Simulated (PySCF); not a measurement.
How methods differ on the ionisation energy of Ni

Ni [Ar] 3d8 4s2 (3F) → Ni⁺ [Ar] 3d9 (2D), as a difference of total energies. All numbers are calculated (PySCF 2.14, no relativity, point nucleus, in def2-TZVPPD (6s6p4d2f1g, 67 functions)). Correlated levels: valence: [Ar] frozen. The calculations carry no spin-orbit coupling.

```
           method  ionisation energy (eV)
              UHF                   7.715
    MP2 (valence)                   6.381
SCS-MP2 (valence)                   6.600
   CCSD (valence)                   7.233
CCSD(T) (valence)                   7.206
```

How much does correlation contribute at CCSD(T) (valence)?

7.206 − (7.715) = -0.509 eV, measured against UHF.

A first-order spin-orbit estimate (lowest level to lowest level, LS coupling) adds 0.048 eV.

These non-relativistic numbers lack the scalar-relativistic shift.

Errors of the correlated levels include the incompleteness of this basis and the frozen core.

For comparison: 7.640 eV (measured; NIST Atomic Spectra Database, ionization energies).
